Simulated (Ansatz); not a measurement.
Species: C$_{3}$H$_{7}$Si, charge 0, multiplicity 2. It need not be the lowest isomer of its formula. SMILES: C=C[CH][SiH3]
Structure (B3LYP-D3(BJ)/def2-TZVP (Ansatz, a quantum-chemistry and plane-wave program) minimum search):
```
C
H 1 1.0884
C 1 1.3895 2 116.54
C 3 1.3772 1 125.04 2 0.00
H 4 1.0811 3 121.48 1 180.00
H 4 1.0830 5 117.54 3 -180.00
H 3 1.0875 4 117.18 5 0.00
Si 1 1.8511 2 118.85 3 -180.00
H 8 1.4825 1 109.26 2 180.00
H 8 1.4850 9 109.12 7 -121.62
H 8 1.4850 9 109.12 10 -116.77
```
Charge 0, spin multiplicity 2.

Atomisation energy built up term by term with Ansatz (kcal/mol; UHF references for open shells; valence terms freeze the core; atomic spin-orbit terms are left out). CBS(X,Y): correlation extrapolated as X^-3; Hartree-Fock from the larger set.

The UHF reference is spin-contaminated (<S^2> 0.20 over the pure value in the largest basis). 

| term | basis | kcal/mol |
|---|---|---|
| Hartree-Fock | aug-cc-pV(Q+d)Z | 752.92 |
| CCSD correlation | CBS(aug-cc-pV(T+d)Z,aug-cc-pV(Q+d)Z) | [?] |
| (T) | CBS(aug-cc-pV(T+d)Z,aug-cc-pV(Q+d)Z) | [?] |
| core correlation | cc-pwCVTZ | 3.13 |
| scalar relativity (X2C) | cc-pVTZ-DK against cc-pVTZ | -1.17 |
| sum: De |  | [?] |

Problem. Some entries are withheld; supply them.

Solution. 
- CCSD correlation, kcal/mol: 210.45
- (T), kcal/mol: 12.53
- sum: De, kcal/mol: 977.9
